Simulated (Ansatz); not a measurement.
Ansatz (a quantum-chemistry and plane-wave program) input (CCSD(T)/cc-pVTZ):

Ansatz 0.2 input:
```yaml
crystal:
  periodic: [false, false, false]
  atoms:
    - {symbol: N, position_ang: [-1.80347114, -0.88320113, 0.31672313]}
    - {symbol: B, position_ang: [-0.58870351, -0.28424603, 0.06734240]}
    - {symbol: Br, position_ang: [-0.45348069, 1.64032568, 0.13867918]}
    - {symbol: Br, position_ang: [0.97070470, -1.39009266, -0.20228634]}
    - {symbol: H, position_ang: [-2.53502473, -1.15451750, -0.32752334]}
basis:
  gaussian:
    orbitals: cc-pVTZ
magnetization: {spin_polarized: true, initial_magnetization: 1}
correlation: {method: ccsd_t, electrons: outside_noble_gas}
```

End of the output:

```
integrals: 0.70 GiB planned
1011 factors; integrals over basis functions are off by at most 1.1e-3 eV
1.33 GiB of device memory are held for the factors and their scratch space
mean field: 1.07 GiB planned
mean field evaluation 1: about -142168.1614 eV, gradient 2.3e1 eV
mean field evaluation 2: about -142168.1654 eV, gradient 2.3e1 eV
mean field evaluation 4: about -142171.7969 eV, gradient 3.7e0 eV
mean field evaluation 8: about -142172.1157 eV, gradient 2.4e-1 eV
mean field evaluation 16: about -142172.0743 eV, gradient 1.3e0 eV
mean field evaluation 32: about -142172.0529 eV, gradient 2.7e0 eV
mean field evaluation 64: about -142163.7928 eV, gradient 1.5e1 eV
mean field evaluation 96: about -142162.7756 eV, gradient 3.5e1 eV
mean field evaluation 128: about -142166.6446 eV, gradient 4.9e-3 eV
mean field evaluation 160: about -142170.7237 eV, gradient 7.5e0 eV
mean field -142172.11697798 eV, -5224.7289312187 hartree, gradient 3.9e-6 eV, S^2 0.764444; 5 other end points of the search recorded, 0 dependent functions left out
determinant -142172.11697798 eV, -5224.7289312187 hartree, with singles and doubles -142189.12435670 eV, -5225.3539408588 hartree
determinant -142170.51327088 eV, -5224.6699960697 hartree, with singles and doubles -142187.50375234 eV, -5225.2943847467 hartree
30 core orbitals not correlated
reference -142172.11697798 eV, -5224.7289312187 hartree; 12, 11 occupied and 118, 119 virtual orbitals, 1011 factors
second order -15.82993940 eV of doubles, -0.00000000 eV of singles
coupled cluster: 5.15 GiB planned
cycle   1  -16.91165941 eV  change   -9.2e-1 eV  update   2.1e-2
cycle   2  -16.94564850 eV  change   -3.4e-2 eV  update   5.1e-3
cycle   3  -16.94489919 eV  change    7.5e-4 eV  update   2.8e-3
cycle   4  -16.94693805 eV  change   -2.0e-3 eV  update   1.5e-3
cycle   5  -16.94783396 eV  change   -9.0e-4 eV  update   8.4e-4
cycle   6  -16.94831974 eV  change   -4.9e-4 eV  update   3.4e-4
cycle   7  -16.94843980 eV  change   -1.2e-4 eV  update   1.6e-4
cycle   8  -16.94841114 eV  change    2.9e-5 eV  update   7.6e-5
cycle   9  -16.94839845 eV  change    1.3e-5 eV  update   4.1e-5
cycle  10  -16.94837244 eV  change    2.6e-5 eV  update   1.6e-5
perturbative correction -0.74600464 eV, -0.0274151648 hartree
Total energy: -142189.81135506 eV, -5225.3791875829 hartree
```

It need not be the lowest isomer of its formula.
